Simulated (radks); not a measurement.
The numbers below are computed, except where a source is named.
Orbital eigenvalues (eV) of neutral thulium, [Xe] 4f13 6s2, at several levels of relativity; Dirac values are averaged over j with weights 2j + 1. Spin-unpolarised spherical Kohn-Sham, PBEsol, point nucleus unless stated (finite: rms radius 5.2256 fm), a radial shooting solver on a logarithmic mesh with Libxc functionals. A level marked "c x" has the speed of light scaled by that factor and shares open shells by 2j + 1; other Dirac levels either fill j = l - 1/2 first or share by 2j + 1.

| shell | non-rel. | scalar-rel. | scalar-rel., finite nucleus | Dirac, c x 1.25 | change of magnitude, last against first (%) |
|---|---|---|---|---|---|
| 2s | -8902.7 | -9999.8 | -9997.6 | -9553.1 | +7.31 |
| 2p | -8504.6 | -8829.7 | -8829.8 | -8721.9 | +2.56 |
| 3s | -1983.8 | -2247.2 | -2246.7 | -2140.3 | +7.89 |
| 3p | -1802.6 | -1892.9 | -1892.9 | -1862.1 | +3.30 |
| 3d | -1464.8 | -1455.6 | -1455.6 | -1457.5 | -0.50 |
| 4s | -377.86 | -442.38 | -442.27 | -416.08 | +10.11 |
| 4p | -304.71 | -325.98 | -325.99 | -318.70 | +4.59 |
| 4d | -172.82 | -171.48 | -171.49 | -171.74 | -0.62 |
| 5s | -44.807 | -53.425 | -53.408 | -49.775 | +11.09 |
| 5p | -25.759 | -26.940 | -26.942 | -26.563 | +3.12 |
| 4f | -7.5196 | -3.1420 | -3.1449 | -4.6374 | -38.33 |
| 6s | -3.5863 | -3.8934 | -3.8928 | -3.7589 | +4.81 |
